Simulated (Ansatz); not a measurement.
Ansatz (a quantum-chemistry and plane-wave program) input:
A basis named .json is the Basis Set Exchange file of that set.

Ansatz 0.2 input:
```yaml
crystal:
  periodic: [false, false, false]
  atoms:
    - {symbol: N, position_ang: [-0.00000000, -0.00000000, -0.13532734]}
    - {symbol: H, position_ang: [0.00000000, 0.00000000, 0.94729136]}
basis:
  gaussian:
    orbitals: cc-pwCVTZ.json
total_charge: 1
magnetization: {spin_polarized: true, initial_magnetization: 1}
correlation: {method: ccsd_t, electrons: outside_noble_gas}
```

Q: Predict the final energy.

A: -54.65267 Eh (CCSD(T)/cc-pwCVTZ).

The determinant is spin-contaminated: <S^2> is 1.24 against 0.75 for a pure state.
